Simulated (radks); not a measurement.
Question: Ar6+, configuration [Ne] 3s2 (the NIST ground configuration). All-electron calculation, non-relativistic Kohn-Sham, PBE, spin-polarised, spherical densities, point nucleus. Program: a radial shooting solver on a logarithmic mesh with Libxc functionals. Some entries of the table are withheld. Estimate them.

| orbital | occ. | eigenvalue (hartree) | <r> (bohr) |
|---|---|---|---|
| 1s | 2 | -118.5421 | (1) |
| 2s | 2 | -14.97214 | (2) |
| 2p | 6 | -12.61256 | (3) |
| 3s | 2 | -4.24985 | (4) |

Answer: 
(1) 1s <r> (bohr): 0.08618
(2) 2s <r> (bohr): 0.4134
(3) 2p <r> (bohr): 0.3734
(4) 3s <r> (bohr): 1.190
